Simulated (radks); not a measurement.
The numbers below are computed, except where a source is named.
La IV, configuration [Xe].

Code: a radial shooting solver on a logarithmic mesh with Libxc functionals. Model: scalar-relativistic Kohn-Sham, PBE, spin-polarised, spherical densities, finite nucleus; Fermi nuclear charge, rms radius 4.855 fm.

Energy parts (eV):
part                      energy
total                 -231068.10
kinetic                244398.63
electron-nucleus      -557919.34
Hartree                 87962.11
exchange-correlation    -5509.50

Orbitals (lengths in bohr, moments of r in powers of bohr; r(max) is where P^2 peaks):
orbital  occ.  eigenvalue (eV)   <1/r>   r(max)      <r>
1s          2        -38771.80   62.01  0.01608  0.02507
2s          2        -6192.025   14.28  0.09094   0.1075
2p          6        -5552.371   13.55  0.07313  0.09425
3s          2        -1342.851   5.171   0.2604   0.2852
3p          6        -1138.562   4.901   0.2548   0.2832
3d         10        -845.0021   4.647   0.2101   0.2600
4s          2        -289.7742   2.151   0.6082   0.6541
4p          6        -223.3236   1.984   0.6353   0.6929
4d         10        -127.1443   1.725   0.6715   0.7670
5s          2         -61.6614  0.8582    1.405    1.540
5p          6         -44.7440  0.7430    1.574    1.756

The highest occupied level is 5p at -44.744 eV. Summed over all electrons, <r^2> = 38.81 bohr^2, which gives a Langevin (diamagnetic) susceptibility term of -30.7 x 10^-6 cm^3/mol. The electron density at the nucleus is 3.648e+05 e/bohr^3 (large components only).
